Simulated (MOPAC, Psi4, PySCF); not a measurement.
Conformational energy of C11H10O2, SMILES c1(c(cccc1)OC)-c1ccco1. Scanned: dihedral C3–C8–C9–O13; all other coordinates were relaxed at GFN2-xTB. Points at φ and −φ are mirror images. Heavy atoms are numbered in the order of the SMILES COc1ccccc1-c1ccco1, hydrogens after them in the order of the atoms that carry them; the mirror image has the same energies with the sign of each dihedral reversed.

Computed with: B3LYP/def2-SVP // GFN2-xTB (Psi4); RKS-B3LYP/6-31G* = restricted B3LYP/6-31G*, spherical d, density fitting // GFN2-xTB run with PySCF 2.14.0; PM6, restricted, heats of formation // GFN2-xTB (MOPAC).

Energies in mEh, each method relative to its own lowest point.

```json
[
 {"φ / °": "-160", "B3LYP/def2-SVP": "0.9", "RKS-B3LYP/6-31G*": "0.8", "PM6": "0.3"},
 {"φ / °": "-140", "B3LYP/def2-SVP": "3.8", "RKS-B3LYP/6-31G*": "3.5", "PM6": "1.5"},
 {"φ / °": "-120", "B3LYP/def2-SVP": "7.5", "RKS-B3LYP/6-31G*": "7.1", "PM6": "2.9"},
 {"φ / °": "-100", "B3LYP/def2-SVP": "9.7", "RKS-B3LYP/6-31G*": "9.2", "PM6": "3.7"},
 {"φ / °": "-80", "B3LYP/def2-SVP": "9.1", "RKS-B3LYP/6-31G*": "8.5", "PM6": "4.2"},
 {"φ / °": "-60", "B3LYP/def2-SVP": "7.1", "RKS-B3LYP/6-31G*": "6.6", "PM6": "4.6"},
 {"φ / °": "-40", "B3LYP/def2-SVP": "6.1", "RKS-B3LYP/6-31G*": "5.6", "PM6": "4.9"},
 {"φ / °": "-20", "B3LYP/def2-SVP": "6.7", "RKS-B3LYP/6-31G*": "6.3", "PM6": "5.0"},
 {"φ / °": "0", "B3LYP/def2-SVP": "7.4", "RKS-B3LYP/6-31G*": "7.0", "PM6": "5.0"},
 {"φ / °": "20", "B3LYP/def2-SVP": "6.7", "RKS-B3LYP/6-31G*": "6.3", "PM6": "5.0"},
 {"φ / °": "40", "B3LYP/def2-SVP": "6.1", "RKS-B3LYP/6-31G*": "5.6", "PM6": "4.9"},
 {"φ / °": "60", "B3LYP/def2-SVP": "7.1", "RKS-B3LYP/6-31G*": "6.6", "PM6": "4.6"},
 {"φ / °": "80", "B3LYP/def2-SVP": "9.1", "RKS-B3LYP/6-31G*": "8.5", "PM6": "4.2"},
 {"φ / °": "100", "B3LYP/def2-SVP": "9.7", "RKS-B3LYP/6-31G*": "9.2", "PM6": "3.7"},
 {"φ / °": "120", "B3LYP/def2-SVP": "7.5", "RKS-B3LYP/6-31G*": "7.1", "PM6": "2.9"},
 {"φ / °": "140", "B3LYP/def2-SVP": "3.8", "RKS-B3LYP/6-31G*": "3.5", "PM6": "1.5"},
 {"φ / °": "160", "B3LYP/def2-SVP": "0.9", "RKS-B3LYP/6-31G*": "0.8", "PM6": "0.3"},
 {"φ / °": "180", "B3LYP/def2-SVP": "0.0", "RKS-B3LYP/6-31G*": "0.0", "PM6": "0.0"}
]
```
